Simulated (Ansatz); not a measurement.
`O=CC1CO1` + `BCl` → `ClBC1CO1` + `C=O`  (formal exchange of groups at a C–C bond)

Program: Ansatz. Geometries: PBE0-D4/def2-TZVP. ΔE: electronic, gas phase. CCSD(T)/CBS adds triple-zeta CCSD(T) − MP2 to the extrapolated MP2 energy (def2 sets, frozen cores). This one scheme is used for every species. Functionals use def2-TZVPP. Each species was taken in one conformer, which may not be the lowest.

```json
{"level": "B97M-V", "ΔE (kcal/mol)": "-2.6"}
{"level": "PBE-QIDH", "ΔE (kcal/mol)": "-2.0"}
```

**Question.** What does CCSD(T)/CBS give? (Estimate.)

**Answer.** Computed: -2.7 kcal/mol. The listed levels differ from it by 0.1, 0.7 kcal/mol.

Largest T1 diagnostic among the species: 0.015.

The D4 term adds −0.9 kcal/mol with B3LYP and −0.5 kcal/mol with PBE0; it sums over pairs of atoms, weighted by their polarisabilities, and B3LYP, whose exchange is more repulsive, gets the larger term. In def2-TZVPP, CCSD(T) changes the Hartree–Fock value by −2.4 kcal/mol (the triples alone add −0.2 kcal/mol) and MP2 by −2.6 kcal/mol. Leaving LDA and LC-ωPBE aside and taking each functional with its dispersion term where it has one, the values, not all of them listed here, spread over 1.0 kcal/mol, from revPBE-D4 to ωB97X-V.

B3LYP here is the variant with VWN-RPA as its local correlation; programs differ in this.
